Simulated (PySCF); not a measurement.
# Bi (bismuth, neutral) across methods

[Xe] 4f14 5d10 6s2 6p2 7s1, 7s spin antiparallel (an excited configuration). All numbers are calculated (PySCF 2.14, scalar relativity by spin-free X2C-1e, in aug-cc-pwCVTZ-DK3 (11s10p8d5f1g, 125 functions)).

```json
{"method": "PBE0", "E (hartree)": "-21532.94", "mean ε 6s β (eV)": "-17.619", "mean ε 6p α (eV)": "-8.484", "mean ε 7s β (eV)": "-2.187", "Σ⟨r²⟩ (bohr²)": "101.2", "⟨S²⟩": "1.752"}
{"method": "PBE", "E (hartree)": "-21533.27", "mean ε 6s β (eV)": "-16.621", "mean ε 6p α (eV)": "-7.406", "mean ε 7s β (eV)": "-1.855", "Σ⟨r²⟩ (bohr²)": "100.9", "⟨S²⟩": "1.751"}
{"method": "UHF", "E (hartree)": "-21526.91986", "mean ε 6s β (eV)": "-19.395", "mean ε 6p α (eV)": "-11.055", "mean ε 7s β (eV)": "-2.699", "Σ⟨r²⟩ (bohr²)": "102.8", "⟨S²⟩": "1.759"}
{"method": "r2SCAN", "E (hartree)": "-21533.16", "mean ε 6s β (eV)": "-16.606", "mean ε 6p α (eV)": "-7.807", "mean ε 7s β (eV)": "-1.942", "Σ⟨r²⟩ (bohr²)": "100.3", "⟨S²⟩": "1.754"}
{"method": "LDA", "E (hartree)": "-21520.23", "mean ε 6s β (eV)": "-17.020", "mean ε 6p α (eV)": "-7.489", "mean ε 7s β (eV)": "-1.825", "Σ⟨r²⟩ (bohr²)": "99.75", "⟨S²⟩": "1.751"}
```

Spin-orbit coupling is strong in this species (close to jj coupling), so the high-spin LS determinant is a model state, not a physical level. The outer electron is Rydberg-like, and this basis confines it to a smaller radius and binds it less than a complete one would. With the s spin flipped the determinant is a mixture of two multiplicities, not a spectroscopic state.
